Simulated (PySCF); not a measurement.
Geometries of 2 isomers of H6OSeSi2, from PySCF 2.14.0, PBE0-D3(BJ)/def2-SVP geometry optimisation, gas phase. One conformer each, no zero-point energy, no frequencies.

Question: Which is lower in electronic energy at this level?
A.
```xyz
10
angstrom
O      2.376   -0.225    1.021
Si     1.584    0.743   -0.070
Se     0.176   -0.439   -1.434
Si    -1.686   -0.002   -0.185
H      1.832   -0.809    1.559
H      2.639    1.350   -0.918
H      0.762    1.789    0.612
H     -2.766   -0.897   -0.690
H     -2.106    1.425   -0.312
H     -1.425   -0.294    1.258
```
B.
```xyz
10
angstrom
Si    -1.669   -0.452   -0.268
O     -0.515    0.722   -0.007
Si     1.040    0.884    0.532
Se     2.257   -1.015    0.211
H     -2.837    0.206   -0.915
H     -2.091   -1.063    1.028
H     -1.132   -1.518   -1.165
H      1.647    2.033   -0.190
H      1.075    1.087    2.007
H      2.235   -0.880   -1.254
```

Answer: B. That is `[SiH3]O[SiH2][SeH]`, 6.8 kcal/mol below the other.

```
            SMILES       atoms numbered as above       E (Eh)  relative (kcal/mol)  relative (kJ/mol)  dipole (D)
[SiH3]O[SiH2][SeH]  [SiH3:1][O:2][SiH2:3][SeH:4]  -3058.32253                  0.0                0.0        0.58
 O[SiH2][Se][SiH3]  [OH:1][SiH2:2][Se:3][SiH3:4]  -3058.31169                  6.8               28.5        1.70
```

As drawn, the higher has an O–H bond, which the lower lacks.
